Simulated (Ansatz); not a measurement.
Ansatz (an electronic-structure program) input (CCSD(T)/aug-cc-pVDZ):

Ansatz 0.2 input:
```yaml
crystal:
  periodic: [false, false, false]
  atoms:
    - {symbol: B, position_ang: [0.04069829, 0.02907662, 0.00308599]}
    - {symbol: C, position_ang: [1.56291552, -0.19361388, 0.01774621]}
    - {symbol: C, position_ang: [-0.97308882, -1.17918095, -0.11100501]}
    - {symbol: N, position_ang: [-0.44537804, 1.34819634, 0.09438336]}
    - {symbol: H, position_ang: [2.01403936, -1.17790907, -0.04853121]}
    - {symbol: H, position_ang: [2.28411430, 0.61566780, 0.09504411]}
    - {symbol: H, position_ang: [-2.02328967, -0.87676925, -0.10967778]}
    - {symbol: H, position_ang: [-0.79503337, -1.75066455, -1.02744769]}
    - {symbol: H, position_ang: [-0.83139579, -1.88458473, 0.71391501]}
    - {symbol: H, position_ang: [-1.42607739, 1.57380587, 0.09125539]}
    - {symbol: H, position_ang: [0.15283719, 2.15446542, 0.16888148]}
basis:
  gaussian:
    orbitals: aug-cc-pVDZ
magnetization: {spin_polarized: true, initial_magnetization: 1}
correlation: {method: ccsd_t, electrons: outside_noble_gas}
output: {forces: true}
```

Output:

```
Functional definition: HF
integrals: 0.77 GiB planned
1521 factors; integrals over basis functions are off by at most 8.5e-4 eV
mean field: 0.88 GiB planned
mean field evaluation 1: about -4321.4655 eV, gradient 3.1e1 eV
mean field evaluation 2: about -4321.4802 eV, gradient 3.1e1 eV
mean field evaluation 4: about -4326.2977 eV, gradient 2.9e0 eV
mean field evaluation 8: about -4326.3740 eV, gradient 1.6e-1 eV
mean field evaluation 16: about -4326.3437 eV, gradient 9.5e-1 eV
mean field evaluation 32: about -4320.7605 eV, gradient 1.7e0 eV
mean field -4326.37465864 eV, -158.9913361828 hartree, gradient 4.0e-6 eV, S^2 0.761203; 0 other end points of the search recorded, 0 dependent functions left out
4 core orbitals not correlated
reference -4326.37465864 eV, -158.9913361828 hartree; 12, 11 occupied and 139, 140 virtual orbitals, 1521 factors
densities: 6.24 GiB planned
second order -14.64513741 eV of doubles, -0.00000000 eV of singles
coupled cluster: 3.35 GiB planned
cycle   1  -15.57712875 eV  change   -9.3e-1 eV  update   8.4e-2
cycle   2  -15.96941339 eV  change   -3.9e-1 eV  update   2.6e-2
cycle   3  -16.05092433 eV  change   -8.2e-2 eV  update   1.5e-2
cycle   4  -16.05149638 eV  change   -5.7e-4 eV  update   6.1e-3
cycle   5  -16.05072195 eV  change    7.7e-4 eV  update   3.4e-3
cycle   6  -16.05137519 eV  change   -6.5e-4 eV  update   1.5e-3
cycle   7  -16.05147613 eV  change   -1.0e-4 eV  update   6.2e-4
cycle   8  -16.05159070 eV  change   -1.1e-4 eV  update   2.1e-4
cycle   9  -16.05159413 eV  change   -3.4e-6 eV  update   7.5e-5
cycle  10  -16.05156632 eV  change    2.8e-5 eV  update   2.9e-5
cycle  11  -16.05157858 eV  change   -1.2e-5 eV  update   1.2e-5
cycle  12  -16.05158151 eV  change   -2.9e-6 eV  update   4.4e-6
cycle  13  -16.05158252 eV  change   -1.0e-6 eV  update   1.8e-6
perturbative correction -0.50996373 eV, -0.0187408215 hartree
the calculation of the forces begins
Total energy: -4342.93620489 eV, -159.5999617819 hartree
Atom 0 at     0.040698     0.029077     0.003086 Å, force    -0.206141    -0.156245    -0.016321 eV/Å
Atom 1 at     1.562916    -0.193614     0.017746 Å, force     0.146280    -0.016234     0.001806 eV/Å
Atom 2 at    -0.973089    -1.179181    -0.111005 Å, force     0.038305     0.079756     0.006934 eV/Å
Atom 3 at    -0.445378     1.348196     0.094383 Å, force    -0.080783     0.202189     0.013863 eV/Å
Atom 4 at     2.014039    -1.177909    -0.048531 Å, force     0.216178    -0.469578    -0.031599 eV/Å
Atom 5 at     2.284114     0.615668     0.095044 Å, force     0.341881     0.385969     0.036822 eV/Å
Atom 6 at    -2.023290    -0.876769    -0.109678 Å, force    -0.460436     0.132271     0.000558 eV/Å
Atom 7 at    -0.795033    -1.750665    -1.027448 Å, force     0.077590    -0.240278    -0.399404 eV/Å
Atom 8 at    -0.831396    -1.884585     0.713915 Å, force     0.061714    -0.298746     0.360859 eV/Å
Atom 9 at    -1.426077     1.573806     0.091255 Å, force    -0.370087     0.077595    -0.001761 eV/Å
Atom 10 at     0.152837     2.154465     0.168881 Å, force     0.235498     0.303301     0.028243 eV/Å
Dipole moment:    -0.055375     0.262180     0.019007 e Å
```

It need not be the lowest isomer of its formula.
